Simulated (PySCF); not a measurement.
## Vertical excitation energies

Compound: C₇H₇N.
SMILES: `C=C/C=C/C=C/C#N`

Theory: TDDFT CAM-B3LYP/def2-SVPD, vertical, gas phase, core orbitals frozen in the response in PySCF. Isolated species at its PBE0-D3(BJ)/def2-SVP geometry (one conformer only). Torsions of this conformer, `[CH2:1]=[CH:2]/[CH:3]=[CH:4]/[CH:5]=[CH:6]/[C:7]#[N:8]`: C1–C2–C3–C4 180°, C3–C4–C5–C6 180°.

Problem. List the vertical singlet excitations with oscillator strengths and describe the spectrum.

Solution. 

```
state  E (eV)  E (hartree)       f  symmetry  main configurations (H = HOMO, L = LUMO)
   S1    4.45       0.1636   1.294        A′                                 H→L (98%)
   S2    6.10       0.2241  0.0000         –                H-2→L (81%), H-2→L+1 (11%)
   S3    6.10       0.2243  0.0058        A′                  H-1→L (79%), H→L+1 (15%)
   S4    6.36       0.2335  0.0005         –                               H→L+2 (71%)
   S5    6.52       0.2396   0.033        A′                  H→L+1 (77%), H-1→L (13%)
   S6    6.61       0.2428  0.0003         –     H→L+3 (58%), H→L+4 (18%), H→L+2 (12%)
```

The lowest singlet comes at 278 nm (430 kJ/mol) in the ultraviolet; it is strong; its leading configuration is HOMO→LUMO (98%). The lowest level is also the most intense of those listed (f = 1.294). S2/S3 lie within about 0.01 eV of each other. Löwdin shares by element: HOMO carbon 61% or more (atoms not listed hold the other 39%); LUMO carbon 59% or more (atoms not listed hold the other 41%). Orbital energies (eV): HOMO-3 -11.63, HOMO-2 -10.98, HOMO-1 -10.11, HOMO -7.96, LUMO -1.51, LUMO+1 1.02, LUMO+2 1.25. Of the 6 states listed, 2 reach f = 0.01 and 2 stay under 0.0005. Weighted by f, the mean energy of these states is 4.51 eV. No computed singlet lies in the visible range (380 to 750 nm); the lowest, at 278 nm, stands 1.19 eV above its violet end (3.26 eV). Symmetry labels in Cs follow from the direction of the transition dipole and are given only for states with f of 0.002 or more. The window holds the lowest 6 singlets.
